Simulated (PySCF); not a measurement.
## Field gradients at the hydrogen positions

Species: C₅H₈PSi (charge -1).
Structure used (PBE0-D3(BJ)/def2-SVP), in Å, numbered top down from 1:
```xyz
15
C5H8PSi angstrom
C     -0.9419   -1.4856    0.4204
C     -0.7691    0.0036    0.3131
C     -1.8082    0.9255    0.4085
P     -1.2735    2.6028    0.2393
C      0.3740    2.0432    0.0371
C      0.4955    0.6386    0.0984
Si     2.0973   -0.2351   -0.0871
H     -1.9979   -1.7490    0.5910
H     -0.3586   -1.9205    1.2542
H     -0.6171   -2.0170   -0.4943
H     -2.8484    0.6218    0.5737
H      1.2319    2.7051   -0.1223
H      3.2253    0.7388   -0.3014
H      2.1859   -1.2074   -1.2447
H      2.5245   -1.0863    1.0902
```

Level: PBE0/pcSseg-1 (PySCF, non-relativistic); Q(2H) = 0.00286 b; rigid geometry, the same for H and D, with no vibrational averaging.

Question: Rank these positions by the coupling χzz of a deuteron there, largest first.
A. H13 (Si–H hydrogen)
B. H11 (aromatic hydrogen)
C. H8 (methyl hydrogen)
D. H9 (methyl hydrogen)

Answer: B (213 kHz), C (199 kHz), D (193 kHz), A (94 kHz).

Q: Tabulate Vzz, the asymmetry η and χzz = 234.96 MHz × Q × Vzz for every hydrogen position.

A: 
```csv
atom,bonded to,bond length (Å),Vzz (au),η,χzz (kHz)
H8,C1,1.102,0.2964,0.01,199
H9,C1,1.107,0.2867,0.01,193
H10,C1,1.107,0.2867,0.01,193
H11,C3,1.096,0.3174,0.08,213
H12,C5,1.095,0.3168,0.07,213
H13,Si7,1.506,0.1397,0.01,94
H14,Si7,1.514,0.1342,0.02,90
H15,Si7,1.514,0.1342,0.02,90
```

Q: Average by the element that carries the hydrogen.

A: on C: 202 kHz over 5 positions, mean bond length 1.101 Å; on Si: 91 kHz over 3 positions, mean bond length 1.511 Å.

Q: Give the 2H NMR doublet splittings at H14 for a magnetic field along the z, y and x axes of the gradient: 3χ/2, 3χ(1 + η)/4, 3χ(1 − η)/4.

A: With |χ| = 90.2 kHz and η = 0.018: 135, 69 and 66 kHz, to first order and without motion.

Isolated species at its PBE0-D3(BJ)/def2-SVP geometry, gas phase. The pcSseg-1 basis has no diffuse functions, a weakness for an anion. The basis is small and wasn't made for field gradients, so the couplings can be 20 % off.

These values come from a run that also computed NMR shieldings. On Arm Neoverse N1, one thread, no GPU, on a shared host, this took 39 s of wall time.
